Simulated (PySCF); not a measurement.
A side-by-side comparison of computed properties.

First species: C6H13OP.
SMILES: `CC[P@@]1(=O)CC[C@@H]1C`

Second species: C₆H₁₀OSSi.
SMILES with atom numbers: `[CH2:1]=[C:2]([C:3]#[C:4][SiH2:5][CH3:6])[S@@:7]([CH3:8])=[O:9]` (hydrogens: H10, H11 on C1; H12, H13 on Si5; H14, H15, H16 on C6; H17, H18, H19 on C8)

Levels: PBE0/pcSseg-1 for dipole moment, HOMO energy, LUMO energy and HOMO–LUMO gap; GFN2-xTB for rotational constant A and rotational constant C. Geometries: GFN2-xTB. All species are isolated and taken at one optimised geometry, non-relativistic unless stated. Electronic properties by PySCF.

Dipoles, sizes and rotational constants follow the conformer. The torsions of the flexible species, by atom-mapped SMILES:
- `[CH3:1][CH2:2][P@@:3]1(=[O:4])[CH2:5][CH2:6][C@@H:7]1[CH3:8]`: C1–C2–P3–O4 56°
- `[CH2:1]=[C:2]([C:3]#[C:4][SiH2:5][CH3:6])[S@@:7]([CH3:8])=[O:9]`: C1–C2–S7–C8 -113°

Values for the first species:

| Quantity | Value |
| --- | --- |
| Dipole moment | 3.78 D |
| HOMO energy | -7.35 eV |
| LUMO energy | 0.82 eV |
| HOMO–LUMO gap | 8.17 eV |
| Rotational constant A | 2.370 GHz |
| Rotational constant C | 1.202 GHz |

(1) Estimate the same properties for the second species, and the change in each.

Answers

(1) 
```
             property      first     second  second less first
        dipole moment     3.78 D     3.41 D            -0.37 D
          HOMO energy   -7.35 eV   -6.93 eV           +0.42 eV
          LUMO energy    0.82 eV   -1.52 eV           -2.34 eV
        HOMO–LUMO gap    8.17 eV    5.41 eV           -2.76 eV
rotational constant A  2.370 GHz  2.709 GHz         +0.339 GHz
rotational constant C  1.202 GHz  0.416 GHz         -0.786 GHz
```

On the first: The dipole matches unit charges of opposite sign 0.79 Å apart (1 e·Å = 4.8032 D).

On the second: The dipole equals about 11.4 × 10⁻³⁰ C·m (1 D = 3.33564 × 10⁻³⁰ C·m).
